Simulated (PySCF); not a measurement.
## Shapes and spin states of Cu₃

These are results of PBE/[Cu def2-TZVP], no relativity, density fitting, PySCF, not measurements.

Relaxations began from a few typed shapes and spin states; open shells are unrestricted. The search is not exhaustive: other isomers or separated fragments can lie lower, and high-lying points may rest on an excited occupation.

| spin | group | bonds | angles | imaginary modes (cm⁻¹) | ΔE (kJ/mol) | ΔE with ZPE (kJ/mol) |
| --- | --- | --- | --- | --- | --- | --- |
| doublet | C2v | Cu–Cu 2.324 Å (×2), Cu–Cu 2.557 Å | Cu–Cu–Cu 56.6° (×2), Cu–Cu–Cu 66.8° | none | 0.0 | 0.0 |
| doublet | C2v | Cu–Cu 2.323 Å (×2), Cu–Cu 2.556 Å | Cu–Cu–Cu 56.6° (×2), Cu–Cu–Cu 66.7° | none | 0.2 | 0.1 |
| doublet | D∞h | Cu–Cu 2.332 Å (×2) | Cu–Cu–Cu 180.0° | 51i, 51i | 24.1 | – |
| quartet | D3h | Cu–Cu 2.393 Å (×3) | Cu–Cu–Cu 60.0° (×3) | none | 166.9 | 167.1 |
| quartet | D∞h | Cu–Cu 2.568 Å (×2) | Cu–Cu–Cu 180.0° | 36i, 36i | 259.6 | – |

The lowest minimum found is the doublet C2v: Cu–Cu 2.324 Å (×2), Cu–Cu 2.557 Å; Cu–Cu–Cu 56.6° (×2), Cu–Cu–Cu 66.8°.

For the lowest minimum: open d and f shells are described by one determinant, and the ground state may have another occupation or spin.
